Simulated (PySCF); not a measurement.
C3H3N2, SMILES C1=C[N]N=C1, multiplicity 2. Geometry: ωB97X-D3(BJ)/def2-SVP. The isomer is the one that the SMILES or the coordinates give; other isomers of the formula were not compared.

Q: Give the equilibrium geometry at ωB97X-D3(BJ)/def2-SVP (PySCF confirms it by a frequency run) as a Z-matrix, and its point group. (An estimate is asked for; the answer gives what the named calculation found.)

A: point group C2v.
```
C
H 1 1.0898
C 1 1.4085 2 127.40
N 3 1.3545 1 105.63 2 180.00
N 4 1.2335 3 111.76 1 0.00
C 5 1.3545 4 111.76 3 0.00
H 3 1.0876 4 122.28 5 180.00
H 6 1.0876 5 122.28 4 180.00
```
Charge 0, spin multiplicity 2.
